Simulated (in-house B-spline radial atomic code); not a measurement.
Ionising Tl VI (Tl5+) with different functionals

Computed with an all-electron radial atomic-structure program (B-spline basis): four-component Dirac-Coulomb Hamiltonian, Fermi nucleus of rms radius 5.4759 fm, spin-restricted, spherical fractional occupations for the functionals. The ionisation energy is the difference of two self-consistent energies, [Xe] 4f14 5d8 → [Xe] 4f14 5d7, without Breit or QED terms; ε is the level of the shell that loses the electron (mean over j). The electron is taken from both j subshells in proportion to 2j + 1, so the result is a j average, not the step between ground levels.

Hybrids are left out here: with spherical fractional occupations of an open shell their exact exchange keeps a self-interaction that integer-occupation calculations don't have.

```json
{"method": "LDA VWN5", "rung": "LDA", "ΔSCF (eV)": "?", "-ε(5d) (eV)": "?"}
{"method": "relativistic LDA", "rung": "LDA", "ΔSCF (eV)": "84.05", "-ε(5d) (eV)": "75.71"}
{"method": "LDA PW92", "rung": "LDA", "ΔSCF (eV)": "?", "-ε(5d) (eV)": "?"}
{"method": "LDA exchange-only", "rung": "LDA", "ΔSCF (eV)": "82.23", "-ε(5d) (eV)": "73.91"}
{"method": "PBE", "rung": "GGA", "ΔSCF (eV)": "83.76", "-ε(5d) (eV)": "75.42"}
{"method": "PBEsol", "rung": "GGA", "ΔSCF (eV)": "83.79", "-ε(5d) (eV)": "75.44"}
{"method": "BLYP", "rung": "GGA", "ΔSCF (eV)": "83.57", "-ε(5d) (eV)": "75.23"}
{"method": "RPBE", "rung": "GGA", "ΔSCF (eV)": "83.69", "-ε(5d) (eV)": "75.35"}
{"method": "PW91", "rung": "GGA", "ΔSCF (eV)": "83.85", "-ε(5d) (eV)": "75.51"}
{"method": "BP86", "rung": "GGA", "ΔSCF (eV)": "83.85", "-ε(5d) (eV)": "75.51"}
{"method": "AM05", "rung": "GGA", "ΔSCF (eV)": "83.81", "-ε(5d) (eV)": "75.46"}
{"method": "OLYP", "rung": "GGA", "ΔSCF (eV)": "84.07", "-ε(5d) (eV)": "75.70"}
```

Task: What does LDA PW92 give?

Result: ΔSCF 84.04 eV, and -ε(5d) = 75.70 eV.

Task: What does LDA VWN5 give?

Result: ΔSCF 84.05 eV, and -ε(5d) = 75.70 eV.

Task: How do they compare with the NIST value?

Result: NIST lists 80 eV ± 2 (tabulated theory, ground level to ground level). Errors run from +2.23 to +4.07 eV. The correlated functionals all miss on the same side by more than they spread, so the cause is common to them (Breit-QED terms, spin polarisation, the choice among j levels, multiplet and fine-structure energies, or a listed next ion that isn't the cheapest removal here) and closeness doesn't rank the functionals.
